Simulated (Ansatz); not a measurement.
Harmonic vibrations of the cluster Ni₂H by finite differences.

```yaml
crystal:
  periodic: [false, false, false]
  atoms:
    - {symbol: Ni, position_ang: [0.211321, 0.678615, -0.905538]}
    - {symbol: Ni, position_ang: [-0.654862, -0.076373, 0.943727]}
    - {symbol: H, position_ang: [0.443550, -0.602231, -0.038189]}
basis:
  gaussian: {orbitals: def2-TZVP}
magnetization: {spin_polarized: true, initial_magnetization: 1}
hamiltonian: {xc: r2scan, dispersion: d4}
scf: {omitted_lower_state_checks: [starts]}
phonons: {temperatures: {t_min: 298.15, t_max: 900, t_step: 200}}
```

```sh
$ ansatz run in.yaml --threads 4 --pin off --events-out ev --progress --plain --max-ram 3916MiB
```

It prints (some lines left out):

```
Functional definition: r2SCAN
mean field -82101.71498663 eV, -3017.1823752174 hartree, gradient 5.2e-8 eV, S^2 1.105468; 0 other end points of the search recorded, 0 dependent functions left out
mean field -82101.71538967 eV, -3017.1823900289 hartree, gradient 2.4e-6 eV, S^2 1.107526; 0 other end points of the search recorded, 0 dependent functions left out
mean field -82101.71452688 eV, -3017.1823583220 hartree, gradient 2.1e-6 eV, S^2 1.103360; 0 other end points of the search recorded, 0 dependent functions left out
mean field -82101.71453583 eV, -3017.1823586508 hartree, gradient 2.6e-6 eV, S^2 1.103617; 0 other end points of the search recorded, 0 dependent functions left out
mean field -82101.71541700 eV, -3017.1823910333 hartree, gradient 1.5e-6 eV, S^2 1.107215; 0 other end points of the search recorded, 0 dependent functions left out
mean field -82101.71419762 eV, -3017.1823462217 hartree, gradient 7.6e-6 eV, S^2 1.102053; 0 other end points of the search recorded, 0 dependent functions left out
mean field -82101.71569356 eV, -3017.1824011965 hartree, gradient 2.8e-6 eV, S^2 1.108634; 0 other end points of the search recorded, 0 dependent functions left out
mean field -82101.71490255 eV, -3017.1823721274 hartree, gradient 1.3e-6 eV, S^2 1.105304; 0 other end points of the search recorded, 0 dependent functions left out
mean field -82101.71506299 eV, -3017.1823780237 hartree, gradient 1.8e-6 eV, S^2 1.105627; 0 other end points of the search recorded, 0 dependent functions left out
mean field -82101.71528812 eV, -3017.1823862972 hartree, gradient 1.7e-6 eV, S^2 1.106621; 0 other end points of the search recorded, 0 dependent functions left out
mean field -82101.71465486 eV, -3017.1823630253 hartree, gradient 2.8e-6 eV, S^2 1.104232; 0 other end points of the search recorded, 0 dependent functions left out
mean field -82101.71549540 eV, -3017.1823939146 hartree, gradient 1.5e-6 eV, S^2 1.107347; 0 other end points of the search recorded, 0 dependent functions left out
mean field -82101.71445386 eV, -3017.1823556385 hartree, gradient 2.5e-6 eV, S^2 1.103415; 0 other end points of the search recorded, 0 dependent functions left out
Total energy: -82101.72405315 eV, -3017.1827084059 hartree
Atom 0 at     0.211321     0.678615    -0.905538 Å, force     0.007191     0.218523    -0.210419 eV/Å
Atom 1 at    -0.654862    -0.076373     0.943727 Å, force    -0.197193     0.039819     0.226445 eV/Å
Atom 2 at     0.443550    -0.602231    -0.038189 Å, force     0.190003    -0.258343    -0.016026 eV/Å
Dipole moment:    -0.076111     0.103373     0.006524 e Å
Vibrations: 307.75 1065.37 1539.59 cm⁻¹, zero-point energy 0.180565 eV
Checks for a lower state left out: starts
```

Run time 70 s (4 threads of Arm Neoverse N1 on a shared host).

The charge 0 doublet is spin-contaminated (final ⟨S²⟩ up to 1.11, 0.75 for a pure state). The structure comes from a short search, and lower isomers may exist.
